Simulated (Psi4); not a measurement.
Psi4 input (wB97X-D/6-311+G**):

```
memory 1500 MB

molecule {
-1 1
N    -1.27409500    0.90919000   -0.58087900
Si   -0.03167100    0.21042300    0.24779900
N     1.57595000    0.34715400   -0.51571900
N    -0.40896200   -1.51485000    0.52638800
H    -1.09583900    1.83584400   -0.95764500
H     0.35554800    0.60809400    1.67134500
H     2.27266100   -0.27719100   -0.12108800
H     1.52691500    0.16815700   -1.51298300
H    -0.66124900   -1.69716400    1.49116700
H    -1.20488600   -1.77412900   -0.04851600
symmetry c1
no_reorient
no_com
}

set {
  basis 6-311+G**
  reference rks
  scf_type df
  df_basis_scf def2-universal-jkfit
  dft_radial_points 99
  dft_spherical_points 590
  e_convergence 1e-8
  d_convergence 1e-7
  maxiter 150
}

e = energy('wb97x-d')
print_out(f'\nFINAL {e:.10f} DIPOLE {variable("CURRENT DIPOLE")[0]:.6f} {variable("CURRENT DIPOLE")[1]:.6f} {variable("CURRENT DIPOLE")[2]:.6f}\n')
```

Output:

```
   => Loading Basis Set <=

    Name: 6-311+G**
    Role: ORBITAL
    Keyword: BASIS
    atoms 1, 3-4 entry N          line   150 file 6-311pgss.gbs
    atoms 2      entry SI         line   351 file 6-311pgss.gbs
    atoms 5-10   entry H          line    42 file 6-311pgss.gbs

   => WB97X-D: Empirical Dispersion <=

    Chai and Head-Gordon Dispersion Correction
    Chai, J.-D.; Head-Gordon, M. (2010), J. Chem. Phys., 132: 6615-6620

        s6 =       1.000000

         ---------------------------------------------------------
                                   SCF
               by Justin Turney, Rob Parrish, Andy Simmonett
                          and Daniel G. A. Smith
                              RKS Reference
         ---------------------------------------------------------

  ==> Geometry <==

    Molecular point group: c1
    Full point group: C1

    Geometry (in Angstrom), charge = -1, multiplicity = 1:

       Center              X                  Y                   Z               Mass
    ------------   -----------------  -----------------  -----------------  -----------------
         N           -1.274095000000     0.909190000000    -0.580879000000    14.003074004430
         SI          -0.031671000000     0.210423000000     0.247799000000    27.976926534650
         N            1.575950000000     0.347154000000    -0.515719000000    14.003074004430
         N           -0.408962000000    -1.514850000000     0.526388000000    14.003074004430
         H           -1.095839000000     1.835844000000    -0.957645000000     1.007825032230
         H            0.355548000000     0.608094000000     1.671345000000     1.007825032230
         H            2.272661000000    -0.277191000000    -0.121088000000     1.007825032230
         H            1.526915000000     0.168157000000    -1.512983000000     1.007825032230
         H           -0.661249000000    -1.697164000000     1.491167000000     1.007825032230
         H           -1.204886000000    -1.774129000000    -0.048516000000     1.007825032230

  Running in c1 symmetry.

  Rotational constants: A =      0.22170  B =      0.20087  C =      0.12104 [cm^-1]
  Rotational constants: A =   6646.50132  B =   6022.04303  C =   3628.77482 [MHz]
  Nuclear repulsion =  173.672049497803016

  Charge       = -1
  Multiplicity = 1
  Electrons    = 42
  Nalpha       = 21
  Nbeta        = 21

  ==> Algorithm <==

  SCF Algorithm Type is DF.
  DIIS enabled.
  MOM disabled.
  Fractional occupation disabled.
  Guess Type is SAD.
  Energy threshold   = 1.00e-08
  Density threshold  = 1.00e-07
  Integral threshold = 1.00e-12

  ==> Primary Basis <==

  Basis Set: 6-311+G**
    Blend: 6-311+G**
    Number of shells: 68
    Number of basis functions: 132
    Number of Cartesian functions: 136
    Spherical Harmonics?: true
    Max angular momentum: 2

  ==> DFT Potential <==

   => LibXC <=

    Version 7.1.2
    S. Lehtola, C. Steigemann, M. J. T. Oliveira, and M. A. L. Marques,  SoftwareX 7, 1–5 (2018) (10.1016/j.softx.2017.11.002)

   => Composite Functional: WB97X-D <=

    wB97X-D Hyb-GGA Exchange-Correlation Functional

    J.-D. Chai and M. Head-Gordon,  Phys. Chem. Chem. Phys. 10, 6615–6620 (2008) (10.1039/B810189B)

    Deriv               =              1
    GGA                 =           TRUE
    Meta                =          FALSE

    Exchange Hybrid     =           TRUE
    MP2 Hybrid          =          FALSE

   => Exchange-Correlation Functionals <=

    1.0000   wB97X-D range-separated functional

   => Exact (HF) Exchange <=

    0.7780            HF,LR [omega = 0.2000]
    0.2220               HF

   => LibXC Density Thresholds  <==

    XC_HYB_GGA_XC_WB97X_D:  1.00E-14

   => Molecular Quadrature <=

    Radial Scheme          =       TREUTLER
    Pruning Scheme         =           NONE
    Nuclear Scheme         =       TREUTLER

    Blocking Scheme        =         OCTREE
    BS radius alpha        =              1
    Pruning alpha          =              1
    Radial Points          =             99
    Spherical Points       =            590
    Total Points           =         557121
    Total Blocks           =           3914
    Max Points             =            256
    Max Functions          =            132
    Weights Tolerance      =       1.00E-15

   => Loading Basis Set <=

    Name: DEF2-UNIVERSAL-JKFIT
    Role: JKFIT
    Keyword: DF_BASIS_SCF
    atoms 1, 3-4 entry N          line   258 file def2-universal-jkfit.gbs
    atoms 2      entry SI         line   737 file def2-universal-jkfit.gbs
    atoms 5-10   entry H          line    18 file def2-universal-jkfit.gbs

  ==> Integral Setup <==

  SCF_SUBTYPE=INCORE selected. In-core MEM_DF algorithm will be used.
  Using in-core AOs.

  ==> MemDFJK: Density-Fitted J/K Matrices <==

    J tasked:                   Yes
    K tasked:                   Yes
    wK tasked:                  Yes
    Omega:                2.000E-01
    Algorithm:                 Core
    Schwarz Cutoff:           1E-12
    Mask sparsity (%):       1.3659
    Fitting Condition:        1E-10

   => Auxiliary Basis Set <=

  Basis Set: DEF2-UNIVERSAL-JKFIT
    Blend: DEF2-UNIVERSAL-JKFIT
    Number of shells: 149
    Number of basis functions: 467
    Number of Cartesian functions: 554
    Spherical Harmonics?: true
    Max angular momentum: 4

  Cached 50.0% of DFT collocation blocks in 0.791 [GiB].

  Minimum eigenvalue in the overlap matrix is 7.1466924300E-04.
  Reciprocal condition number of the overlap matrix is 8.3147695945E-05.
    Using symmetric orthogonalization.

  ==> Pre-Iterations <==

  SCF Guess: Superposition of Atomic Densities via on-the-fly atomic UHF (no occupation information).

   -------------------------
    Irrep   Nso     Nmo
   -------------------------
     A        132     132
   -------------------------
    Total     132     132
   -------------------------

  ==> Iterations <==

                           Total Energy        Delta E     RMS |[F,P]|

   @DF-RKS iter SAD:  -456.43819376714833   -4.56438e+02   0.00000e+00
   @DF-RKS iter   1:  -456.72716455836184   -2.88971e-01   9.79456e-03 ADIIS/DIIS
   @DF-RKS iter   2:  -455.49411687150291    1.23305e+00   1.35918e-02 ADIIS/DIIS
   @DF-RKS iter   3:  -457.35580370239819   -1.86169e+00   3.09544e-03 ADIIS/DIIS
   @DF-RKS iter   4:  -457.42996199149383   -7.41583e-02   1.20333e-03 ADIIS/DIIS
   @DF-RKS iter   5:  -457.44060961955904   -1.06476e-02   1.69944e-04 ADIIS/DIIS
   @DF-RKS iter   6:  -457.44098943929578   -3.79820e-04   8.10168e-05 DIIS
   @DF-RKS iter   7:  -457.44106477110591   -7.53318e-05   2.68259e-05 DIIS
   @DF-RKS iter   8:  -457.44107497784734   -1.02067e-05   9.97413e-06 DIIS
   @DF-RKS iter   9:  -457.44107659383241   -1.61599e-06   3.74608e-06 DIIS
   @DF-RKS iter  10:  -457.44107690109507   -3.07263e-07   8.58087e-07 DIIS
   @DF-RKS iter  11:  -457.44107694134459   -4.02495e-08   2.82430e-07 DIIS
   @DF-RKS iter  12:  -457.44107694459808   -3.25349e-09   6.82839e-08 DIIS
  Energy and wave function converged.

  ==> Post-Iterations <==

   Electrons on quadrature grid:
      Ntotal   =   41.9999998130 ; deviation = -1.870e-07

    Orbital Energies [Eh]
    ---------------------

    Doubly Occupied:

       1A    -66.051575     2A    -14.223055     3A    -14.221466
       4A    -14.141776     5A     -5.182022     6A     -3.527577
       7A     -3.527029     8A     -3.524645     9A     -0.769051
      10A     -0.749564    11A     -0.647914    12A     -0.407696
      13A     -0.388666    14A     -0.379265    15A     -0.303677
      16A     -0.276579    17A     -0.234393    18A     -0.175250
      19A     -0.160895    20A     -0.117570    21A     -0.086919

    Virtual:

      22A      0.186915    23A      0.199463    24A      0.206917
      25A      0.208941    26A      0.286780    27A      0.290457
      28A      0.305162    29A      0.311770    30A      0.324186
      31A      0.354363    32A      0.356381    33A      0.364940
      34A      0.368999    35A      0.370977    36A      0.384687
      37A      0.388774    38A      0.400481    39A      0.409492
      40A      0.420397    41A      0.440773    42A      0.445410
      43A      0.460208    44A      0.490306    45A      0.504022
      46A      0.520081    47A      0.554841    48A      0.597594
      49A      0.611723    50A      0.685266    51A      0.706772
      52A      0.771649    53A      0.785490    54A      0.836624
      55A      0.843556    56A      0.895617    57A      0.923237
      58A      0.970127    59A      1.003469    60A      1.031195
      61A      1.051882    62A      1.085823    63A      1.116004
      64A      1.117643    65A      1.127372    66A      1.158638
      67A      1.170755    68A      1.183519    69A      1.205219
      70A      1.312936    71A      1.385446    72A      1.420545
      73A      1.446725    74A      1.474805    75A      1.509664
      76A      1.558086    77A      1.576964    78A      1.620692
      79A      1.664845    80A      1.699330    81A      1.753449
      82A      1.801648    83A      1.875744    84A      1.896044
      85A      1.914498    86A      1.937662    87A      2.047712
      88A      2.075740    89A      2.180456    90A      2.189409
      91A      2.246867    92A      2.281233    93A      2.308954
      94A      2.346913    95A      2.492172    96A      2.644576
      97A      2.675753    98A      2.688259    99A      2.712378
     100A      2.726185   101A      2.777130   102A      2.816551
     103A      2.818641   104A      2.841256   105A      2.869813
     106A      2.912762   107A      2.982266   108A      3.010180
     109A      3.037317   110A      3.046491   111A      3.167745
     112A      3.195647   113A      3.329050   114A      3.354565
     115A      3.363383   116A      4.164886   117A      4.198669
     118A      4.229481   119A      4.356607   120A      4.523025
     121A      4.606550   122A      4.818022   123A      4.973256
     124A      4.982925   125A      6.113619   126A     11.745612
     127A     11.805601   128A     11.923478   129A     35.850640
     130A     35.862305   131A     35.891749   132A    141.614115

    Final Occupation by Irrep:
              A
    DOCC [    21 ]
    NA   [    21 ]
    NB   [    21 ]

  @DF-RKS Final Energy:  -457.44107694459808

   => Energetics <=

    Nuclear Repulsion Energy =            173.6720494978030160
    One-Electron Energy =                -982.7887575005903500
    Two-Electron Energy =                 382.8368678976452202
    DFT Exchange-Correlation Energy =     -31.1582274345395867
    Empirical Dispersion Energy =          -0.0030094049163103
    VV10 Nonlocal Energy =                  0.0000000000000000
    Total Energy =                       -457.4410769445980804

Computation Completed

Properties will be evaluated at   0.000000,   0.000000,   0.000000 [a0]

Properties computed using the SCF density matrix

 Multipole Moments:

 ------------------------------------------------------------------------------------
     Multipole            Electronic (a.u.)      Nuclear  (a.u.)        Total (a.u.)
 ------------------------------------------------------------------------------------

 L = 1.  Multiply by 2.5417464519 to convert [e a0] to [Debye]
 Dipole X            :          0.9718917            0.0000132            0.9719050
 Dipole Y            :         -0.8731619           -0.0000170           -0.8731789
 Dipole Z            :          0.2300243           -0.0000076            0.2300167
 Magnitude           :                                                    1.3266305

 ------------------------------------------------------------------------------------

FINAL -457.4410769446 DIPOLE 0.971905 -0.873179 0.230017

*** Psi4 exiting successfully. Buy a developer a beer!
```

The dipole moment of an ion depends on the origin.

The geometry given is a B3LYP-D3(BJ)/def2-TZVP minimum.
